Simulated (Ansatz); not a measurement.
A run of Ansatz (development build ahead of 0.2.0) on singlet GaF3 at this shape:

```xyz
4

Ga   -0.0001    0.0001    0.0000
F     1.7300    0.0000    0.0000
F    -0.8649    1.4982   -0.0001
F    -0.8650   -1.4982    0.0000
```

Its results:

```yaml
Converged: yes
Total_energy: -2221.66267 hartree
Spin_squared_of_the_determinant: 0.000
```

(1) Which input gives this output? Name the method, the orbitals and the basis set, and write the input.

## Answers

(1) RHF in cc-pVDZ. An unrestricted run that stays on the closed shell gives the same numbers.

```yaml
crystal:
  periodic: [false, false, false]
  atoms:
    - { symbol: Ga, position_ang: [-5.0e-05, 7.0e-05, 1.0e-05] }
    - { symbol: F, position_ang: [1.73001, 2.0e-05, 0.0] }
    - { symbol: F, position_ang: [-0.8649, 1.49824, -9.0e-05] }
    - { symbol: F, position_ang: [-0.86496, -1.4982, 1.0e-05] }
basis:
  gaussian: { orbitals: cc-pVDZ }
hamiltonian:
  xc: hf
```
